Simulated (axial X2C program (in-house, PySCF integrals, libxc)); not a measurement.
# Which molecule has these constants?

Computed with an in-house all-electron X2C program for linear molecules (integrals from PySCF), spin-free (one-electron X2C) or two-component (2c: spin–orbit coupling with atomic mean-field Coulomb and Gaunt terms, which also bring small scalar terms), in Dyall basis sets with cores contracted in-house; open shells are unrestricted.

A two-component PBE0 calculation in a Dyall 3-zeta basis gave Re = 2.916 Å, ωe = 174.7 cm⁻¹, De = 0.94 eV, Ω = 1/2.

Question: Which molecule is it?
A. PI⁻
B. NaI⁻
C. SiI⁻
D. AlI⁻
E. ICl⁻

Answer: B. The others have PI⁻ 2.497 Å and 299.9 cm⁻¹ (Ω = 3/2); ICl⁻ 2.906 Å and 165.8 cm⁻¹ (Ω = 1/2); AlI⁻ 2.762 Å and 209.5 cm⁻¹ (Ω = 1/2); SiI⁻ 2.652 Å and 246.5 cm⁻¹ (Ω = 1).

Each entry is the lowest single determinant of a limited PBE0 search at one distance. De goes to single-determinant-based atoms at the same level (for ions the charge split of lowest energy) and is withheld (n/a) where an atom does not fit its ground term or J level. Main or longest-lived isotopes. One determinant is a doubtful description, or other states lie close, for SiI⁻; these need not be ground states, and all values refer to the states named. Some open-shell Ω = 0 determinants are out of reach, so the Ω given for SiI⁻ need not be the lowest component. With several unpaired electrons the Ω given is that of one determinant, not necessarily of the lowest component. Some light 2c atoms are not at their ground J level, so De misses part of their lowering (0.04 eV or less). The functionals have no current term, which raises determinants with orbital currents. Where the atoms have a lower orbital projection than the molecule, De at mean-field level may be about a tenth of an eV too small.
